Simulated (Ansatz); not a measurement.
Breaking the Ge6–H7 bond in CH6BeGe (SMILES [CH3][Be][GeH3]) (multiplicity 1 held, fragments rigid). Energies count from the point at 1.546 Å.
Geometry at that point (charge 0, multiplicity 1):
```tsv
atom	x (Å)	y (Å)	z (Å)
Be	-0.1838	1.0492	-0.7546
C	-0.4193	2.3926	-1.7208
H	-1.2268	3.0309	-1.3459
H	-0.6826	2.1178	-2.7481
H	0.4784	3.0178	-1.7796
Ge	0.1264	-0.7213	0.5188
H	0.9812	-1.8178	-0.1578
H	0.8479	-0.3987	1.8478
H	-1.1919	-1.4196	0.9253
```

Signs of static correlation in cc-pVTZ, with CASSCF(2,2), from Ansatz (an electronic-structure program) runs.

| R (Å) | T1 of restricted CCSD | largest double amplitude of restricted CCSD | CASSCF natural occupations |
|---|---|---|---|
| 1.237 | 0.011 | 0.026 | 1.99 0.01 |
| 1.392 | 0.011 | 0.026 | 1.98 0.02 |
| 1.546 | 0.011 | 0.026 | 1.98 0.02 |
| 1.701 | 0.011 | 0.028 | 1.97 0.03 |
| 1.855 | 0.012 | 0.036 | 1.95 0.05 |
| 2.087 | 0.014 | 0.070 | 1.92 0.08 |
| 2.319 | 0.018 | 0.125 | 1.88 0.12 |
| 2.706 | [?] | 0.245 | 1.75 0.25 |
| 3.092 | 0.044 | 0.390 | 1.58 0.42 |
| 3.556 | [?] | 0.579 | 1.37 0.63 |
| 4.175 | 0.086 | 0.791 | 1.17 0.83 |
| 4.948 | 0.096 | 0.938 | 1.06 0.94 |

### Question
What belongs in the gaps?

### Answer

- 2.706, T1 of restricted CCSD: 0.028
- 3.556, T1 of restricted CCSD: 0.065

Doubts at one or more of the structures used: a restricted determinant that unrestricted orbitals would lower (R-CCSD(T)/cc-pVTZ); other coupled-cluster roots lie near (R-CCSD(T)/cc-pVTZ); T1 above 0.05 (R-CCSD(T)/cc-pVTZ).
